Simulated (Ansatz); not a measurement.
Basis sets compared for (LiSH)4 ring (Li4H4S4). Charge 0, multiplicity 1. Geometry r2SCAN-D4/def2-SVP. Ansatz on 4 threads of Arm Neoverse V1 on a shared host; times are rough, and most runs start from earlier orbitals.

| atom | x (Å) | y (Å) | z (Å) |
| --- | --- | --- | --- |
| Li1 | 1.077 | 0.535 | -2.369 |
| Li2 | 2.363 | -0.822 | 0.891 |
| Li3 | -1.077 | -0.540 | 2.365 |
| Li4 | -2.363 | 0.816 | -0.892 |
| S5 | 2.911 | -0.387 | -1.310 |
| S6 | 1.134 | -1.011 | 2.838 |
| S7 | -2.977 | 0.093 | 1.214 |
| S8 | -1.067 | 1.311 | -2.739 |
| H9 | 3.644 | 0.735 | -1.132 |
| H10 | 1.054 | -2.359 | 2.906 |
| H11 | -3.198 | 1.291 | 1.800 |
| H12 | -1.502 | 0.337 | -3.571 |

Another isomer (singlet) lies 0.09 eV lower at PBE0-D4/def2-TZVP; other spin states weren't run for this one.

Binding counts from free atoms (Li doublet, S triplet, H doublet) in the same basis, without a counterpoise term.

| level | functions | energy (Eh) | HOMO (eV) | LUMO (eV) | binding per atom (eV) | wall time |
| --- | --- | --- | --- | --- | --- | --- |
| PBE-D4/def2-SVP | 128 | -1624.3036 | -5.63 | -1.32 | 2.93 | 1.8 s |
| PBE0-D4/def2-SVP | 128 | -1624.4657 | -6.85 | -0.79 | 2.89 | 2.2 s |

Problem. Estimate the rows for PBE-D4/def2-TZVP (with forces), PBE0-D4/def2-TZVP.

Solution. 
```csv
level,functions,energy (Eh),HOMO (eV),LUMO (eV),binding per atom (eV),wall time
PBE-D4/def2-TZVP (with forces),228,-1624.8697,-5.81,-1.39,2.88,3.1 s
PBE0-D4/def2-TZVP,228,-1625.0227,-7.00,-0.82,2.85,4.9 s
```
